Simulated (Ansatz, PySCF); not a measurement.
W(O)(S)(NH2)2 (H4N2OSW), SMILES [NH2][W]([NH2])(=[O])=[S], multiplicity 1.

Geometry: PBE-D3(BJ)/def2-SVP. The spin state was assumed, not searched. The structure was generated by enumeration; whether it is a known compound was not checked. The def2 effective core potentials stand for the cores of W; spin–orbit coupling is left out. One conformer was computed; it need not be the lowest.

Vertical ionisation energy (IE) and electron affinity (EA) in eV. Rows of orbital energies are one-electron estimates. Where ΔSCF, EOM or ADC give a negative EA the extra electron is unbound and the value depends on the basis.

```
level                                                                        IE     EA
------------------------------------------------------------------------  -----  -----
−ε(HOMO), −ε(LUMO), HF/def2-TZVP (PySCF)                                  10.00  -1.19
−ε(HOMO), −ε(LUMO), PBE/def2-TZVP (PySCF)                                  6.07   2.86
ΔSCF, CAM-B3LYP/def2-SVPD (Ansatz), final states of multiplicity 2 and 2   9.37   0.70
ΔSCF, PBE/def2-SVPD (Ansatz), final states of multiplicity 2 and 2         9.00   0.30
```

### Question
What vertical singlet–triplet gap does ΔSCF give with CAM-B3LYP/def2-SVPD (Ansatz, a first-principles code) and with PBE/def2-SVPD (Ansatz)? (An estimate is asked for; the answer gives what the named calculation found.)

### Answer
2.92 and 3.11 eV (triplet above singlet where positive).
